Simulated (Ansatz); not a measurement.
Computed with Ansatz on PBE0-D4/def2-TZVP structures; ΔE is electronic, products minus reactants. CCSD(T)/CBS is the MP2 limit (def2-TZVPP, def2-QZVPP) plus CCSD(T) − MP2 in def2-TZVPP, frozen cores. DFT in def2-TZVPP. One conformer a species, not always the lowest.

`NCS[SiH2]O` + `O[Si](O)(O)S` → `O[SiH2]S[Si](O)(O)O` + `NCS`  (ligand exchange at the Si–S bond)

```csv
species,B2PLYP energy (Eh)
`NCS[SiH2]O`,-859.76673
`O[Si](O)(O)S`,-915.70761
`O[SiH2]S[Si](O)(O)O`,-1281.58518
`NCS`,-493.88733
```

Problem. Work out ΔE.

Solution. ΔE = (-1281.58518) + (-493.88733) − (-859.76673) − (-915.70761) = 0.00183 Eh = +4.8 kJ/mol. CCSD(T)/CBS gives -1.0 kJ/mol.

Largest T1 diagnostic among the species: 0.012.

In def2-TZVPP, CCSD(T) changes the Hartree–Fock value by −9.9 kJ/mol (the triples alone add −1.3 kJ/mol) and MP2 by −10.3 kJ/mol. The D4 term adds −9.1 kJ/mol with B3LYP and −4.8 kJ/mol with PBE0; it sums over pairs of atoms, weighted by their polarisabilities, and B3LYP, whose exchange is more repulsive, gets the larger term. From PBE to PBE0 (25 % exact exchange), in def2-TZVPP and without D4, ΔE moves by −3.2 kJ/mol.

B3LYP here is the variant with VWN-RPA as its local correlation; programs differ in this.
